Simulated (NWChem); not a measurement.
System meant: C2H3FO2Si; SMILES C=C1O[SiH](F)O1

The following NWChem deck was run.

```
start job
memory heap 200 mb stack 900 mb global 1100 mb
geometry units angstroms noautosym nocenter noautoz
  C     -0.361912    -2.480014     0.000000
  C     -0.067124    -1.176085     0.000000
  O      0.127233    -0.342304     1.104872
  Si     0.429602     0.919151     0.000000
  F     -0.668121     2.107057     0.000000
  O      0.127233    -0.342304    -1.104872
  H     -0.482133    -3.007259     0.953362
  H     -0.482133    -3.007259    -0.953362
  H      1.765036     1.561756     0.000000
end
basis spherical
  C library def2-svp
  O library def2-svp
  Si library def2-svp
  F library def2-svp
  H library def2-svp
end
dft
  xc m06-l
  iterations 150
end
property
  shielding 7 1 2 3 4 5 7 9
end
task dft property
```

End of the output:

```
 Vector   30  Occ=0.000000D+00  E= 1.359362D-02
              MO Center=  4.3D-01,  3.4D-01, -5.7D-09, r^2= 4.9D+00
   Bfn.  Coefficient  Atom+Function         Bfn.  Coefficient  Atom+Function
  ----- ------------  ---------------      ----- ------------  ---------------
    46      1.040512  4 Si s                100     -0.928049  9 H  s
    45      0.501613  4 Si s                 21     -0.345407  2 C  px
     7      0.322800  1 C  px                18     -0.298060  2 C  px
    44      0.276760  4 Si s                 99     -0.260113  9 H  s
    63     -0.255426  5 F  s                 54      0.242316  4 Si py

 center of mass
 --------------
 x =  -0.01685817 y =   0.11472757 z =   0.00000000

 moments of inertia (a.u.)
 ------------------
         940.313498838202          -1.373202898647           0.000000000000
          -1.373202898647         215.231070946246           0.000000000000
           0.000000000000           0.000000000000         863.550470604028

     Multipole analysis of the density
     ---------------------------------

     L   x y z        total         alpha         beta         nuclear
     -   - - -        -----         -----         ----         -------
     0   0 0 0     -0.000000    -27.000000    -27.000000     54.000000

     1   1 0 0      0.550133      0.025981      0.025981      0.498171
     1   0 1 0      0.356925      0.211148      0.211148     -0.065371
     1   0 0 1      0.000000      0.000000      0.000000      0.000000

     2   2 0 0    -29.762728    -34.974788    -34.974788     40.186848
     2   1 1 0      2.495441     -5.317152     -5.317152     13.129745
     2   1 0 1      0.000000      0.000000      0.000000      0.000000
     2   0 2 0    -28.920990   -227.631363   -227.631363    426.341735
     2   0 1 1      0.000000      0.000000      0.000000      0.000000
     2   0 0 2    -30.953752    -53.597402    -53.597402     76.241053

          -----------------------------------------
          Chemical Shielding Tensors (GIAO, in ppm)
          -----------------------------------------

 ------------------------------------------------------------------------
  xm06: d2 not coded                    0
 ------------------------------------------------------------------------
 ------------------------------------------------------------------------
  current input line :
    28: task dft property
 ------------------------------------------------------------------------
 ------------------------------------------------------------------------
 This error has not yet been assigned to a category
 ------------------------------------------------------------------------
 For more information see the NWChem manual at https://nwchemgit.github.io

0: xm06: d2 not coded:Received an Error in Communication
```

Task: Can this run be used? If not, why, and what is the fix?

Result: The run crashed. Cause: this functional's second derivatives, which shieldings need, aren't coded here; the fix takes a hybrid GGA instead. This input runs:
```
start job
memory heap 200 mb stack 900 mb global 1100 mb
geometry units angstroms noautosym nocenter noautoz
  C     -0.361912    -2.480014     0.000000
  C     -0.067124    -1.176085     0.000000
  O      0.127233    -0.342304     1.104872
  Si     0.429602     0.919151     0.000000
  F     -0.668121     2.107057     0.000000
  O      0.127233    -0.342304    -1.104872
  H     -0.482133    -3.007259     0.953362
  H     -0.482133    -3.007259    -0.953362
  H      1.765036     1.561756     0.000000
end
basis spherical
  C library def2-svp
  O library def2-svp
  Si library def2-svp
  F library def2-svp
  H library def2-svp
end
dft
  xc pbe0
  iterations 150
end
property
  shielding 7 1 2 3 4 5 7 9
end
task dft property
```
It converges to -617.07554 Ha (PBE0/def2-SVP, GIAO).
